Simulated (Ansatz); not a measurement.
`[OH][Sn][Br]` + H₂S → `[OH][Sn][SH]` + HBr at 298.15 K and 1 bar (ligand exchange at the Sn–Br bond).

Gas-phase electronic energies from Ansatz, PBE0-D4/def2-TZVP geometries. CCSD(T)/CBS adds triple-zeta CCSD(T) − MP2 to the extrapolated MP2 energy (def2 sets, frozen cores). This one scheme is used for every species. def2 core potentials past Kr. For Br, Sn outer-core shells are correlated without core-valence functions, which leaves a few kJ/mol of doubt a bond. Scalar relativity is left out up to krypton. One conformer a species, not always the lowest.

| species | CCSD(T)/CBS energy (Eh) | H − E (kJ/mol) | S (J/(mol·K)) |
| --- | --- | --- | --- |
| `[OH][Sn][Br]` | -2863.20849 | 50.2 | 316.3 |
| H₂S | -398.97279 | 49.9 | 205.7 |
| `[OH][Sn][SH]` | -688.24306 | 73.1 | 316.4 |
| HBr | -2573.91920 | 24.6 | 198.6 |

H − E and S are ideal-gas, rigid-rotor, harmonic terms from PBE0-D4/def2-TZVP, for one conformer and one mirror image of each species. 1 Eh = 2625.50 kJ/mol, R = 8.31446 J/(mol·K).

Q: By hand: ΔE, ΔH, ΔS and ΔG.

A: ΔE = (-688.24306) + (-2573.91920) − (-2863.20849) − (-398.97279) = 0.01902 Eh = 49.9 kJ/mol. Δ(H − E) = 73.1 + 24.6 − 50.2 − 49.9 = -2.4, so ΔH = 47.5 kJ/mol. ΔS = 316.4 + 198.6 − 316.3 − 205.7 = -7.0 J/(mol·K). ΔG = 47.5 − 298.15 × (-7.0)/1000 = 49.6 kJ/mol.

Q: By hand: the equilibrium constant, and the temperature at which ΔG would vanish if ΔH and ΔS stayed fixed.

A: log₁₀ K = −ΔG/(RT ln 10) = -8.7. ΔH and −TΔS have one sign here, so there is no such temperature.

The number of gas molecules stays the same, so ΔS is small and ΔH decides. A doubt of 5 kJ/mol in ΔE shifts log₁₀ K by 0.9 here. Other conformers and mirror images would add mixing entropy, several J/(mol·K) or more a flexible species. These are equilibria of isolated gas molecules and say nothing of rates. Largest T1 diagnostic: 0.017 (customary marks: 0.02 for closed shells, 0.045 for open ones).

ΔS is within the doubt of such terms, so its sign, and with it that verdict, could turn.
